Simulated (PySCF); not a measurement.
Species: C5H10O2Si.
Atom-mapped SMILES: `[O:1]=[C:2]([OH:3])[SiH:4]1[CH2:5][CH2:6][CH2:7][CH2:8]1` (hydrogens: H9 on O3; H10 on Si4; H11, H12 on C5; H13, H14 on C6; H15, H16 on C7; H17, H18 on C8)

Theory: TDDFT wB97X-D/def2-SVPD, vertical, gas phase, core orbitals frozen in the response (PySCF). One conformer (not necessarily the lowest) at the PBE0-D3(BJ)/def2-SVP geometry, without solvent, vibrations or thermal averaging.

Broadening: Gaussians 0.4 eV wide at half height, area fixed by f = 4.319×10⁻⁹ ∫ε dν̃. The width is an assumption, not a result. The curve ends short of the highest state used, and states not computed would add to its high-energy end.

```json
{"λ (nm)": "158.4", "ε (L mol⁻¹ cm⁻¹)": "3323"}
{"λ (nm)": "161.9", "ε (L mol⁻¹ cm⁻¹)": "3652"}
{"λ (nm)": "165.4", "ε (L mol⁻¹ cm⁻¹)": "7018"}
{"λ (nm)": "168.9", "ε (L mol⁻¹ cm⁻¹)": "12155"}
{"λ (nm)": "172.4", "ε (L mol⁻¹ cm⁻¹)": "14019"}
{"λ (nm)": "175.9", "ε (L mol⁻¹ cm⁻¹)": "9058"}
{"λ (nm)": "179.4", "ε (L mol⁻¹ cm⁻¹)": "3210"}
{"λ (nm)": "182.9", "ε (L mol⁻¹ cm⁻¹)": "649"}
{"λ (nm)": "186.4", "ε (L mol⁻¹ cm⁻¹)": "79"}
{"λ (nm)": "189.9", "ε (L mol⁻¹ cm⁻¹)": "6"}
{"λ (nm)": "193.5", "ε (L mol⁻¹ cm⁻¹)": "0"}
{"λ (nm)": "197.0", "ε (L mol⁻¹ cm⁻¹)": "0"}
{"λ (nm)": "200.5", "ε (L mol⁻¹ cm⁻¹)": "0"}
{"λ (nm)": "204.0", "ε (L mol⁻¹ cm⁻¹)": "0"}
{"λ (nm)": "207.5", "ε (L mol⁻¹ cm⁻¹)": "0"}
{"λ (nm)": "211.0", "ε (L mol⁻¹ cm⁻¹)": "0"}
{"λ (nm)": "214.5", "ε (L mol⁻¹ cm⁻¹)": "0"}
{"λ (nm)": "218.0", "ε (L mol⁻¹ cm⁻¹)": "0"}
{"λ (nm)": "221.5", "ε (L mol⁻¹ cm⁻¹)": "1"}
{"λ (nm)": "225.0", "ε (L mol⁻¹ cm⁻¹)": "3"}
{"λ (nm)": "228.5", "ε (L mol⁻¹ cm⁻¹)": "12"}
{"λ (nm)": "232.1", "ε (L mol⁻¹ cm⁻¹)": "36"}
{"λ (nm)": "235.6", "ε (L mol⁻¹ cm⁻¹)": "80"}
{"λ (nm)": "239.1", "ε (L mol⁻¹ cm⁻¹)": "142"}
{"λ (nm)": "242.6", "ε (L mol⁻¹ cm⁻¹)": "203"}
{"λ (nm)": "246.1", "ε (L mol⁻¹ cm⁻¹)": "239"}
{"λ (nm)": "249.6", "ε (L mol⁻¹ cm⁻¹)": "235"}
{"λ (nm)": "253.1", "ε (L mol⁻¹ cm⁻¹)": "196"}
{"λ (nm)": "256.6", "ε (L mol⁻¹ cm⁻¹)": "141"}
{"λ (nm)": "260.1", "ε (L mol⁻¹ cm⁻¹)": "88"}
{"λ (nm)": "263.6", "ε (L mol⁻¹ cm⁻¹)": "48"}
{"λ (nm)": "267.2", "ε (L mol⁻¹ cm⁻¹)": "23"}
{"λ (nm)": "270.7", "ε (L mol⁻¹ cm⁻¹)": "10"}
{"λ (nm)": "274.2", "ε (L mol⁻¹ cm⁻¹)": "4"}
{"λ (nm)": "277.7", "ε (L mol⁻¹ cm⁻¹)": "1"}
{"λ (nm)": "281.2", "ε (L mol⁻¹ cm⁻¹)": "0"}
```

(1) Locate the maxima and give the states behind the curve.

(2) On this curve, what absorbance would a 10⁻⁴ mol/L sample give at 266 nm over a 1 cm path?

(3) Coming from long wavelengths, where does ε first pass 100 L mol⁻¹ cm⁻¹?

## Answers

(1) 248 nm (5.01 eV), ε about 240, made up of S1 (100%); 172 nm (7.22 eV), ε about 14000, made up of S2 (85%) and S3 (14%) (ε in L mol⁻¹ cm⁻¹; maxima over ε = 5, shares over 10%). At its high-energy end, 7.83 eV, the curve is still rising (ε about 3300, from S4, S6 and S7). The states used: S1 5.01 eV (f 0.0036); S2 7.19 eV (f 0.182); S3 7.39 eV (f 0.049); S4 7.59 eV (f 0.031); S5 7.94 eV (f 0.0011); S6 8.00 eV (f 0.036); S7 8.09 eV (f 0.028); S8 8.16 eV (f 0.031); S9 8.30 eV (f 0.012); S10 8.43 eV (f 0.021).

(2) 266 nm is 4.661 eV, where ε is about 30 L mol⁻¹ cm⁻¹, so A = ε c l ≈ 0.003 (Beer–Lambert, with the gas-phase spectrum and the assumed width).

(3) At about 259 nm (4.78 eV), 0.23 eV below S1.

The vertical ionisation energy (ΔSCF) is 9.79 eV, 1.36 eV above S10.
